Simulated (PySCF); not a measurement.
**Substituent chemical shifts**

Parent skeleton `[PH2:1][SiH2:2][PH2:3]`; one hydrogen on atom 2 is replaced by X. Hydrogens on one atom are averaged.

Computational details: shieldings: GIAO PBE0/pcSseg-1, PBE0-D3(BJ)/def2-SVP structure, in PySCF (rapidly exchanging positions averaged, isolated molecule, relativity neglected, single conformer).

δ = σ(ref) − σ, references computed at the same level: 31P (310.13 ppm) against H3PO4; 29Si (351.99 ppm) and 1H (31.27 ppm) against TMS.

Parent (X = H): P1/P3 -285.9, Si2 -47.4, H(P1)/H(P3) 1.73, H(Si2) 4.70 ppm. Effects are Δδ = δ(X) − δ(H), positive for deshielding.

**Question.** Give Δδ (ppm) for X = N-pyrrolidinyl, CONMe2, Cl, CF=CF2.

**Answer.** 
```tsv
X	SMILES	P1/P3	Si2	H(P1)/H(P3)	H(Si2)
N-pyrrolidinyl	P[SiH](P)N1CCCC1	+18.6	+39.3	+0.02	+1.71
CONMe2	CN(C)C(=O)[SiH](P)P	+13.7	+22.5	+0.06	+0.86
Cl	P[SiH](P)Cl	+67.7	+78.6	+0.28	+1.07
CF=CF2	FC(F)=C(F)[SiH](P)P	+13.7	+17.0	+0.17	+0.58
```

**Question.** Which position responds most, and to which substituents?

**Answer.** Si2: from +17.0 ppm with CF=CF2 to +78.6 ppm with Cl.

Experimental scales use liquid or dissolved standards, which lie at an offset from isolated H3PO4.
